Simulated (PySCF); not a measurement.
# Assigning NMR signals

Cartesian coordinates in Å; atom numbers follow the order of the lines, from 1:
```xyz
13

C    -2.2903   -0.1321    0.1918
C    -1.2392    0.9403    0.1237
O    -1.4751    2.1294    0.1048
C     0.1452    0.4810    0.0780
O     0.4374   -0.8365    0.0960
C     1.7463   -1.0418    0.0464
C     2.5024    0.0925   -0.0110
Cl    4.2139    0.0752   -0.0826
P     1.4963    1.5600   -0.0032
H    -2.1333   -0.7402    1.0802
H    -3.2772    0.3199    0.2218
H    -2.2053   -0.7815   -0.6770
H     2.0745   -2.0659    0.0562
```

[PySCF: coordinates at the GFN2-xTB level; GIAO PBE0/pcSseg-1 shieldings; fast rotation and ring inversion assumed for equivalent nuclei; no solvent model; no relativistic terms; a single conformation]

Chemical shifts δ = σref − σ; TMS for ¹³C and ¹H, all at this level.

Question: Assign these signals to the numbered atoms. ¹³C{¹H} NMR (computed): δ 201.6, 191.2, 157.6, 154.8, 27.0.

Answer: 
201.6 → C4, substituted aromatic carbon next to the ring oxygen
191.2 → C2, ketone carbonyl carbon: low-lying n→π* states of the double bond to the heteroatom give a large paramagnetic term (-248 ppm)
157.6 → C7, aromatic carbon bearing chlorine
154.8 → C6, aromatic CH next to the ring oxygen
27.0 → C1, methyl carbon α to a carbonyl: α to the electron-withdrawing carbonyl group

Question: Assign these signals to the numbered atoms. ¹H NMR (400 MHz, computed): δ 8.01 (m, 1H), 2.47 (s, 3H).

Answer: 
| δ (ppm) | atoms | environment | reason |
| --- | --- | --- | --- |
| 8.01 | H13 | hydrogen on an aromatic CH next to the ring oxygen | it sits in the deshielding region of the aromatic ring current |
| 2.47 | H10/H11/H12 | hydrogen on a methyl carbon α to a carbonyl | α to C=O |

Carbons that carry Cl, above all several Cl atoms, come out too deshielded, partly because spin–orbit coupling is missing. Splittings by ³¹P in the carbon and heteronuclear signals aren't shown, as no couplings were computed. Shifts are as computed. Against solution values, carbons near 30 ppm lie about +3 ppm off and those near 130 ppm about +5 ppm; carbons on Cl a further +6 ppm. Of 1211 compounds with measured shifts, 218 miss one by over three times the rms of a fit or turn the order of signals round; such compounds aren't used in these exercises. No couplings were computed; multiplicities are counted from neighbouring protons, with m where these are inequivalent, close in shift, in a saturated or five-membered ring or joined by F or P, and br s for small geminal =CH2 splittings.
